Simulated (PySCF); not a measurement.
**Electron correlation in Sb⁻ (antimony, charge -1)**

[Kr] 4d10 5s2 5p4, high-spin 3P determinant. Computed with PySCF 2.14 in dyall-av2z, with no relativity, point nucleus. Frozen: [Kr] 4d10; 6 electrons correlated; the 62 highest virtual orbitals of each spin left out.

MP2 pair energies summed by pair of shells (mhartree):

```csv
pair,energy,share (%)
5p-5p,-31.64,45.7
5s-5p,-30.65,44.3
5s-5s,-6.88,9.9
```

Total MP2 correlation energy: -69.16 mhartree.

Same-spin part -17.08 and opposite-spin part -52.08 mhartree; SCS-MP2 scales them by 1/3 and 6/5 to -68.19 mhartree.
